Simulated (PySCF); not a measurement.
Species: [Si4]4- (charge -4).
Bonds: Si1–Si2, Si1–Si3, Si1–Si4, Si2–Si3, Si2–Si4, Si3–Si4.

Computed, not measured: PySCF, PBE0-D3(BJ)/def2-SVP geometry optimisation, gas phase.

**Question.** What internal coordinates does the optimisation give?

**Answer.** 
```tsv
bond	length (bohr)
Si1–Si2 and 5 like bonds	4.758
```

Bonds in one row agree within 0.02 bohr and their mean is given. A selection of angles:
```tsv
angle	degrees
Si2–Si1–Si3	60.1
```

Si1 (silicon bonded to 3 Si) is pyramidal (angles 60.1°, 60.0° and 60.0°, sum 180.1°, 2.05 Å off the plane of its three neighbours). All 6 Si–Si bonds measure 2.517 to 2.520 Å.

Point group: Td (tolerance 0.08 Å). Not checked by PBE0-D3(BJ)/def2-SVP frequencies. Whether so highly charged an anion holds all its electrons in the gas phase wasn't checked; a finite basis holds them in any case. The ion is multiply charged and computed without counter-ions or solvent. The geometry's basis has no diffuse functions, a weakness for an anion.
